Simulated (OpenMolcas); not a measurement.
Nd3+.

```
Program             : OpenMolcas 26.06
Method              : CASSCF
Basis               : ANO-R3 [9s8p5d5f3g1h]
Scalar Hamiltonian  : X2C, finite nucleus
Active space        : 3 electrons in 7 orbitals (4f)
State averaging     : 2S+1 = 4 odd, 35 roots; 2S+1 = 2 odd, 112 roots (105 in the spin-orbit step)
Spin-orbit coupling : RASSI with atomic mean-field integrals over the reference wave functions, term energies averaged over their components
```

Levels without dynamic correlation, in cm⁻¹ above 4f³ ⁴I°_9/2:

```csv
Level,E
4f³ ²H°_9/2(1) [74 %],15967
4f³ ⁴F°_3/2,15829
4f³ ⁴S°_3/2,17834
4f³ ²G°_7/2(1),22081
4f³ ⁴G°_5/2,24003
4f³ ²K°_13/2,24157
```

On this reference, MS-CASPT2, IPEA 0.25 Eh, imaginary shift 0.1 Eh (closed shells correlated: 5s 5p) puts 4f³ ²H°_9/2(1) [74 %] at 12860 cm⁻¹.

**Question.** Estimate the other levels at that method by one scale factor, and say how well it serves.

**Answer.** The factor is 12860 / 15967 = 0.805. Scaled values beside those that MS-CASPT2 gives and measured ones (the list in Arab et al., J. Quant. Spectrosc. Radiat. Transfer 229, 145 (2019) and Gaigalas et al. (2019), from Wyart et al. (2007)):
```json
{"Level": "4f³ ⁴F°_3/2", "Scaled": "12742", "MS-CASPT2": "12850", "Miss (%)": "-0.8", "Measured": "11698"}
{"Level": "4f³ ⁴S°_3/2", "Scaled": "14356", "MS-CASPT2": "14740", "Miss (%)": "-2.6", "Measured": "13792"}
{"Level": "4f³ ²G°_7/2(1)", "Scaled": "17775", "MS-CASPT2": "18440", "Miss (%)": "-3.6", "Measured": "17655"}
{"Level": "4f³ ⁴G°_5/2", "Scaled": "19322", "MS-CASPT2": "20000", "Miss (%)": "-3.4", "Measured": "17707"}
{"Level": "4f³ ²K°_13/2", "Scaled": "19446", "MS-CASPT2": "21550", "Miss (%)": "-9.8", "Measured": "20005"}
```
For these levels the scaled values miss MS-CASPT2 by up to 9.8 %, as correlation changes each term by its own factor, spin-orbit parts do not scale and CASPT2 has its own spread within terms. This holds within one configuration; levels of others move differently, and the target method has errors of its own against measurement.

CASPT2 breaks the degeneracy within a term, and the mean is taken; among the terms shown or strongly mixed into the levels shown the widest spread is 900 cm-1 (4f³ ⁴I°, MS-CASPT2). High states are left out of the spin-orbit mixing, which shifts the levels that they would mix with. Without dynamic correlation excited terms often stand tens of per cent too high (terms of higher spin than the ground term too low), and those without a measured partner can miss by more than the paired ones (holds for CASSCF). Blocks of more than 70 roots (2S+1 = 2 odd) ran without multistate coupling (holds for MS-CASPT2). The CASPT2 spread within a term exceeds the gap to the next term for 4f³ ⁴S° and 4f³ ⁴F°, 4f³ ⁴G° and 4f³ ²K°, so the order of their levels is uncertain, and so are names and mixing where such terms share a J (holds for MS-CASPT2). Measured partners are found by configuration, term and J. A level has none where our copy of the source lacks it or the pairing is in doubt (some pairs that miss far off the trend of their configuration count as doubtful), and it then counts in no deviation. Levels of configurations outside the active space are missing.

A share in square brackets marks a mixed level and gives the weight of the term that names it, the lowest over the columns. A number in round brackets counts repeated terms of one configuration in the order of the reference energies. ° marks odd parity.
